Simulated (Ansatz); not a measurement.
Z-matrix (Å, degrees):
```
C
N 1 1.436
H 1 1.099 2 110.8
H 1 1.090 2 111.5 3 119.0
H 1 1.100 2 112.1 3 -119.6
C 2 1.441 1 112.9 3 51.2
Ge 2 1.839 1 129.2 3 -130.8
H 6 1.099 2 111.5 1 -59.3
H 6 1.099 2 111.9 1 60.9
H 6 1.094 2 110.3 1 -179.3
N 7 1.830 2 100.0 1 -3.4
H 11 1.007 7 119.1 2 178.7
H 11 1.007 7 128.7 2 -7.1
```

Total charge 0; spin multiplicity 1.

List the ωB97M-V/def2-TZVPP orbital energies in eV (Ansatz 0.2.0). (An estimate is asked.)

Computed: Occupied: -10865.76, -1361.54, -1209.30, -1209.26, -1209.23, -394.30, -393.92, -281.93, -281.87, -173.34, -122.68, -122.56, -122.45, -35.47, -35.40, -35.37, -35.31, -35.21, -27.74, -25.85, -22.46, -20.04, -16.99, -16.11, -15.19, -15.08, -14.47, -13.29, -12.67, -11.97, -10.19, -8.96, -8.48. Lowest empty: 1.24, 2.40, 2.83, 3.77, 3.93, 4.18, 4.65, 4.88.
